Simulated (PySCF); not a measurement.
In(H)2(Me) (CH5In), SMILES [CH3][InH2].

The structure is a stationary point at B3LYP-D3(BJ)/def2-TZVP. The def2 effective core potentials stand for the cores of In; spin–orbit coupling is left out.

Level of theory: TDA-B3LYP/def2-SVPD (PySCF 2.14.0).

Vertical excitations. 

Computed UV-visible absorptions:
| state | energy (eV) | λ (nm) | f | main pairs |
|---|---|---|---|---|
| S1 | 4.45 | 279 | 0.001 | HOMO→LUMO 100 % |
| S2 | 4.80 | 258 | 0.000 | HOMO−1→LUMO 100 % |
| S3 | 6.59 | 188 | 0.088 | HOMO→LUMO+1 66 %, HOMO→LUMO+2 32 % |
| S4 | 6.93 | 179 | 0.008 | HOMO−1→LUMO+1 72 %, HOMO−1→LUMO+2 24 % |
| S5 | 6.98 | 178 | 0.197 | HOMO→LUMO+2 62 %, HOMO→LUMO+1 25 % |
| S6 | 7.26 | 171 | 0.271 | HOMO−1→LUMO+2 68 %, HOMO−1→LUMO+1 15 %, HOMO−1→LUMO+3 13 % |
| S7 | 7.53 | 165 | 0.223 | HOMO→LUMO+3 91 % |
| S8 | 7.75 | 160 | 0.013 | HOMO→LUMO+4 49 %, HOMO−1→LUMO+3 41 % |
| S9 | 8.03 | 154 | 0.000 | HOMO−3→LUMO 95 % |
| S10 | 8.04 | 154 | 0.002 | HOMO→LUMO+5 83 % |
| T1 | 4.15 | 299 | 0 | HOMO→LUMO 99 % |
| T2 | 4.40 | 282 | 0 | HOMO−1→LUMO 99 % |
| T3 | 5.57 | 223 | 0 | HOMO→LUMO+1 86 % |
| T4 | 5.85 | 212 | 0 | HOMO−1→LUMO+1 66 %, HOMO−1→LUMO+2 24 % |
Triplets are in the Tamm–Dancoff approximation.
